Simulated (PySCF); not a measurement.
Excited states of I⁵⁺ (iodine, charge +5)

Ground state [Kr] 4d10 5s2, ¹S. All numbers are calculated (PySCF 2.14, scalar relativity through the core potential, in aug-cc-pVQZ-PP with ECP28MDF (7s7p5d3f2g, 92 functions)). Vertical excitation energies in eV without spin-orbit coupling; excited terms of each kind are numbered among those the solver found. Frozen: 4s2 4p6.

| term | leading excitation | EOM-EE-CCSD |
| --- | --- | --- |
| 1 3P° | 5s → p | 11.380 |
| 1 1P° | 5s → p | 15.937 |
| 1 3D | 5s → d | 31.014 |
| 1 1D | 5s → d | 33.702 |
| 1 3S | 5s → s | 36.236 |
| 1 1S | 5s → s | 37.023 |
| 1 3F° | 5s → f | 40.270 |
| 1 1F° | 5s → f | 40.494 |
| 2 3P° | 5s → p | 41.479 |
| 2 1P° | 5s → p | 41.792 |
| 2 3D | 5s → d | 48.991 |
| 2 1D | 5s → d | 49.175 |

Doubly excited terms such as np² are absent. The solver can miss terms.
